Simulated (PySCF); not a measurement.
## Computed structure and properties of [YbCl4]−

System: [YbCl4]− (singlet in the valence; each metal's 4f electrons, 13 of them, lie in its core potential, out of spins and levels); start: template (Td). Method: PySCF 2.14.0, RKS r2SCAN, Yb lcecp-1-SVP with ECP59, Cl def2-SVP; non-relativistic Hamiltonian with scalar-relativistic core potentials where named; density fitting; no spin-orbit coupling.

Input of the relaxation:

```python
mol = gto.M(atom='''
Yb    -0.00000     0.00000    -0.00000
Cl     1.48060     1.48060     1.48060
Cl    -1.48060    -1.48060     1.48060
Cl     1.48060    -1.48060    -1.48060
Cl    -1.48060     1.48060    -1.48060''',
    basis={'Yb': 'lcecp-1-SVP', 'Cl': 'def2-SVP'},
    ecp={'Yb': 'lcecp-1-SVP'},
    charge=-1, spin=0)
mf = dft.RKS(mol, xc='R2SCAN')
mf.grids.atom_grid = (50, 194)  # f atoms: unpruned, at least (60, 302)
mf = mf.density_fit()  # fitting sets: Yb AutoAux, Cl def2-universal-JKFIT
mf.conv_tol = 1e-08; mf.max_cycle = 55
mf.kernel(dm0)  # dm0: converged density of the start geometry
# quasi-Newton relaxation in Cartesian coordinates to a largest gradient under 0.00045 Eh/bohr, steps kept in the point group
```

Run from Python with OMP_NUM_THREADS=2; the lines above give its settings. Where DIIS fails, smearing, a level shift and second-order steps follow.
It took 15 s on 2 threads of Arm Neoverse V2, on a shared host, from the converged density of the start.

Course of the relaxation:

```csv
step,energy above end (eV),largest force component within the symmetry (eV/Å)
0,0.1166,0.449
1,0.0268,0.225
2,0.0003,0.025
3,0.0000,0.001
```

Relaxed geometry (Td):

```xyz
5

Yb    0.0000    0.0000    0.0000
Cl    1.4391    1.4391    1.4391
Cl   -1.4391   -1.4391    1.4391
Cl    1.4391   -1.4391   -1.4391
Cl   -1.4391    1.4391   -1.4391
```

```
     contact      Å
Yb1–Cl2 (Cl)  2.493
Yb1–Cl3 (Cl)  2.493
Yb1–Cl4 (Cl)  2.493
Yb1–Cl5 (Cl)  2.493
```

On the finer grid (75, 302):

```
HOMO                                                          : -3.49 eV
LUMO                                                          : 3.55 eV
Dipole about the centre of mass                               : 0.00 D
Set of Mulliken populations of Yb1 outside the core potential : s 2.34, p 6.48, d 1.43, f 0.03
D3(BJ) dispersion energy (not in the energies)                : -0.057 eV
```

| atom | Mulliken (e) | Löwdin (e) | spin (e) |
| --- | --- | --- | --- |
| Yb1 | 0.72 | -0.54 | 0.00 |
| Cl2 | -0.43 | -0.12 | 0.00 |
| Cl3 | -0.43 | -0.12 | 0.00 |
| Cl4 | -0.43 | -0.12 | 0.00 |
| Cl5 | -0.43 | -0.12 | 0.00 |

The 4f levels lie in the core potential and are missing. Their spin isn't counted.

No frequency check is given for this geometry.

Taking off one Cl (charge -1, singlet; the rest: singlet) in vacuum, both parts rigid, costs 5.15 eV; the small basis without counterpoise inflates it.

Rigid scan of Cl along the line from its metal:

(distance to Cl2 (Å), energy (eV)): (2.19, 0.669), (2.29, 0.256), (2.39, 0.055), (2.49, 0.000), (2.59, 0.047), (2.69, 0.161), (2.89, 0.505), (3.19, 1.121), (3.59, 1.895), (4.09, 2.658)

One start shape was tried, so this needn't be the lowest isomer.

An lcecp potential fixes the number of 4f electrons, so in runs with it no electron can move into or out of that shell.
